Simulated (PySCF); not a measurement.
**Curvature of the energy in the electron number along the second row, charge +2**

Calculated with PySCF 2.14, in def2-SVP, non-relativistic: one orbital is emptied in steps, and each cell gives the departure of E from the straight line at half an electron, in eV (from a cubic fit). The exact functional gives zero.

```
species   orbital    LDA    PBE   PBE0  BHandHLYP  LC-wPBE   UHF
    B²⁺  2s alpha  -1.23  -1.29  -0.95      -0.73    -0.23  0.00
    C²⁺   2s beta  -1.64  -1.63  -1.22      -0.88    -0.46  0.05
    N²⁺  2p alpha  -2.34  -2.30  -1.69      -1.09    -0.98  0.15
    O²⁺  2p alpha  -2.64  -2.56  -1.86      -1.17    -1.21  0.25
    F²⁺  2p alpha  -2.92  -2.83  -2.03      -1.24    -1.45  0.37
   Ne²⁺   2p beta  -2.87  -2.82  -1.98      -1.20    -1.41  0.52
```

**Question.** How does the mean departure depend on the functional?

**Answer.** LDA -2.27 eV; PBE -2.24 eV; PBE0 -1.62 eV; BHandHLYP -1.05 eV; LC-wPBE -0.96 eV; UHF 0.22 eV. Semilocal functionals are convex (delocalisation error), Hartree-Fock is concave or straight, and exact exchange removes curvature roughly in proportion to its share, so among the functionals the range-separated hybrids usually come closest to zero.
